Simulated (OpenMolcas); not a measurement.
V: Racah parameters, worked from levels

| Item | Value |
| --- | --- |
| Program | OpenMolcas |
| Basis | ANO-R3 [7s5p5d3f2g1h] |
| Scalar Hamiltonian | X2C, finite nucleus |
| Active space | 3 electrons in 5 orbitals (3d) |
| State averaging | 2S+1 = 4 even, 10 roots; 2S+1 = 2 even, 40 roots |
| Spin-orbit coupling | RASSI with atomic mean-field integrals over the reference wave functions, term energies averaged over their components |

Methods: CASSCF; MS-CASPT2, IPEA 0.25 Eh, imaginary shift 0.1 Eh (closed shells correlated: 3s 3p 4s).

**Racah parameters.** Above ⁴F, d3 has ⁴P at 15B, ²G at 4B + 3C and ²H at 9B + 3C. The first two fix B and C, and the third tests them; where it misses by thousands of cm-1, two parameters do not describe the configuration (Trees and configuration-interaction terms are left out) and B and C hang on the terms chosen. Term energies are centres of gravity, weighted by 2J + 1.

```json
{"Source": "CASSCF", "⁴P": "14003", "²G": "14052", "B": "934", "C": "3439", "C/B": "3.68", "²H from B, C": "18723", "²H found": "18608"}
{"Source": "MS-CASPT2", "⁴P": "10975", "²G": "9819", "B": "732", "C": "2297", "C/B": "3.14", "²H from B, C": "13479", "²H found": "14774"}
```

Energies in cm-1. From CASSCF to MS-CASPT2, B changes by -21.6 % and C by -33.2 %.

CASPT2 breaks the degeneracy within a term, and the mean is taken; among the terms shown or strongly mixed into the levels shown the widest spread is 1200 cm-1 (3d³ 4s² ⁴F, MS-CASPT2). With the s shell closed, the reference lacks s² → p², s² → d² and s → d mixing, so excited terms can stand far too high and out of order, with CASPT2 too. Without dynamic correlation excited terms often stand tens of per cent too high (terms of higher spin than the ground term too low), and those without a measured partner can miss by more than the paired ones (holds for CASSCF). Some terms miss by over 15 % even with CASPT2, which points to a basis or an active space too small for the shells correlated (holds for MS-CASPT2). Only configurations of the active space appear.
